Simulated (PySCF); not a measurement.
BLYP on Te⁻ (tellurium, charge -1), [Kr] 4d10 5s2 5p5, 2P determinant. All numbers are calculated (PySCF 2.14, scalar relativity by spin-free X2C-1e, in aug-cc-pwCVTZ-DK3 (10s9p7d4f1g, 109 functions)).

```
cycle= 1 E= -6793.80123606583  delta_E= -0.026  |g|= 0.0586  |ddm|= 0.583
cycle= 2 E= -6793.80127520349  delta_E= -3.91e-05  |g|= 0.0272  |ddm|= 0.0777
cycle= 3 E= -6793.80132238338  delta_E= -4.72e-05  |g|= 0.0282  |ddm|= 0.0752
cycle= 4 E= -6793.80162464517  delta_E= -0.000302  |g|= 0.000595  |ddm|= 0.0362
cycle= 5 E= -6793.80162488088  delta_E= -2.36e-07  |g|= 0.000221  |ddm|= 0.00196
cycle= 6 E= -6793.80162493174  delta_E= -5.09e-08  |g|= 7.72e-05  |ddm|= 0.000777
cycle= 7 E= -6793.80162493746  delta_E= -5.72e-09  |g|= 3.91e-06  |ddm|= 0.000194
cycle= 8 E= -6793.80162493748  delta_E= -1.91e-11  |g|= 1.73e-07  |ddm|= 1.42e-05
converged SCF energy = -6793.80162493748  <S^2> = 0.75281566  2S+1 = 2.0028137
```

Highest occupied orbital energy: 0.831 eV; ⟨L²⟩ = 2.03; populations by l: s 10.00, p 23.00, d 20.00, f 0.00.

Problem. Can this result be used?

Solution. With care. The calculation finished and met its thresholds. At BLYP the highest occupied level has a positive energy, so only the finite basis holds that electron; in a semilocal or global hybrid functional this comes from self-interaction and does not mean that the real anion is unbound.
